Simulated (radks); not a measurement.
Q: The mean radii <r> (bohr) of the occupied orbitals of an atom or ion are listed with their occupations. Method: Dirac Kohn-Sham, PBE, spin-unpolarised, spherical densities, point nucleus; computed with a radial shooting solver on a logarithmic mesh with Libxc functionals.

| orbital | occ. | <r> |
|---|---|---|
| 1s1/2 | 2 | 0.04699 |
| 2s1/2 | 2 | 0.2096 |
| 2p1/2 | 2 | 0.1810 |
| 2p3/2 | 4 | 0.1846 |
| 3s1/2 | 2 | 0.6130 |
| 3p1/2 | 1.33333 | 0.6223 |
| 3p3/2 | 2.66667 | 0.6318 |
| 3d3/2 | 4 | 0.6587 |
| 3d5/2 | 6 | 0.6621 |
| 4d3/2 | 0.8 | 2.316 |
| 4d5/2 | 1.2 | 2.322 |

Name the element and its charge. Open shells, if any, are shared by 2j + 1.

A: Z = 32, germanium, charge +4: Ge4+ in [Ne] 3s2 3p4 3d10 4d2. The 1s radius gives Z: for a bare nucleus <r> = (2 gamma + 1)/(2Z) with gamma = sqrt(1 - (Z/c)^2), 0.04601 bohr for Z = 32, and screening makes it slightly larger (0.04699 here). The occupations add up to 28, and the charge is Z minus that.
